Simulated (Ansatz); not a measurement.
Stepwise reaction of `[AlH2][Br]` with ammonia, as a gas-phase model of exchange steps in deposition or etching. ΔE in kJ/mol; ΔG adds harmonic PBE0-D4 terms to CCSD(T)/CBS, at 1 bar.

Isolated molecules relaxed with PBE0-D4/def2-TZVP in Ansatz; ΔE leaves out vibrations. CCSD(T)/CBS adds triple-zeta CCSD(T) − MP2 to the extrapolated MP2 energy (def2 sets, frozen cores). This one scheme is used for every species. DFT in def2-TZVPP. B3LYP here is the variant with VWN-RPA as its local correlation; programs differ in this. For Br outer-core shells are correlated without core-valence functions, which leaves a few kJ/mol of doubt a bond. Scalar relativity is left out up to krypton. One conformer a species, not always the lowest.

```
step                                              reaction  PBE-D4  B3LYP-D4  ωB97M-V  CCSD(T)/CBS  ΔG(400 K)
   1            `[AlH2][Br]` + NH₃ → `[NH2][AlH][Br]` + H₂   -78.4     -81.2    -80.1        -81.2      -83.1
   2  `[NH2][AlH][Br]` + NH₃ → `[NH2][Al]([NH2])[Br]` + H₂   -59.8     -65.1    -63.7        -65.9      -66.3
```

Task: By hand: ΔE of the 2 steps together at CCSD(T)/CBS.

Result: (-81.2) + (-65.9) = -147.1 kJ/mol, or -73.6 kJ/mol a step.

In ΔE each step is higher than the one before. All are downhill at CCSD(T)/CBS. ΔG lies between -83.1 and -66.3 kJ/mol a step. PBE-D4 differs from CCSD(T)/CBS by 2.8 to 6.1 kJ/mol a step. Isolated molecules leave out the surface, adducts and barriers. Largest T1 diagnostic: 0.008.
